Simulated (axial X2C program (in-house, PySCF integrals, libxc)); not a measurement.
# Curves of WI⁺ from open-shell CI on d4 s0 p(π)0

Calculated with an axial X2C code built on PySCF integrals: two-component X2C with atomic mean-field Coulomb and Gaunt terms, basis W dyall-v2z, I dyall-v2z (cores contracted in-house). Orbitals come from Hartree–Fock averaged over the configuration W d4 s0 p(π)0; CI then distributes these electrons over the d, s, p(π) shells of W.

Scan along the bond; masses W 183.951 u, I 126.904 u. Energies in cm⁻¹ from the lowest point; levels are followed by energy order within each Ω. Lowest level at 2.593 Å: 100% d4.

```tsv
R (Å)	(1)Ω=0	(1)Ω=1	(2)Ω=0	(2)Ω=1	(1)Ω=2	(1)Ω=3	(3)Ω=0
2.411	2229	2733	3121	3584	4529	5660	7141
2.502	488	1078	1496	1961	2855	4018	5049
2.593	0	663	1135	1614	2430	3635	4278
2.697	508	1234	1792	2302	2994	4264	4521
2.800	1764	2531	3186	3740	4280	5634	5568
2.917	3762	4554	5318	5930	6278	7744	7386
3.060	6656	7463	8333	9020	9143	10744	10124
```

Question: Fit the curves (1)Ω=0, (1)Ω=1, (2)Ω=0, (2)Ω=1, (1)Ω=2, (1)Ω=3, (3)Ω=0 near their minima.

Answer: From the open-shell CI curves, Te from the lowest:

```
 level  Te (cm⁻¹)  Re (Å)  ωe (cm⁻¹)
(1)Ω=0          0   2.592      218.2
(1)Ω=1        660   2.586      218.9
(2)Ω=0       1124   2.579      224.3
(2)Ω=1       1600   2.577      226.7
(1)Ω=2       2427   2.586      219.3
(1)Ω=3       3628   2.582      223.0
(3)Ω=0       4242   2.619      212.8
```

Without dynamic correlation distances can be off by several hundredths of an Å (long for ionic bonds, short for multiple bonds) and the wavenumbers are rough.

The 7 lowest curves are shown; the next is (4)Ω=0, from 4509 cm⁻¹.

There is no dynamic correlation: spin–orbit spacings and, for f shells, spacings inside one term are the most reliable numbers, splittings between terms come out too wide, and energies between configurations are not reliable, so the lowest level need not be the ground state of the molecule. For d shells the ligand-field splittings (σ, π, δ) and their order can be off by a thousand cm⁻¹ or more. At most 4 roots were kept for each Ω > 0 (twice that for Ω = 0) within 3.2 eV of the lowest, so higher up levels can be missing between those listed; levels with Ω > 0 are doubly degenerate and listed once, Ω = 0 levels singly. Some active spinors are only partly of the character that their shell is named for, so the shell names and counts are nominal. States that fill the shells left empty in the average are placed too high.
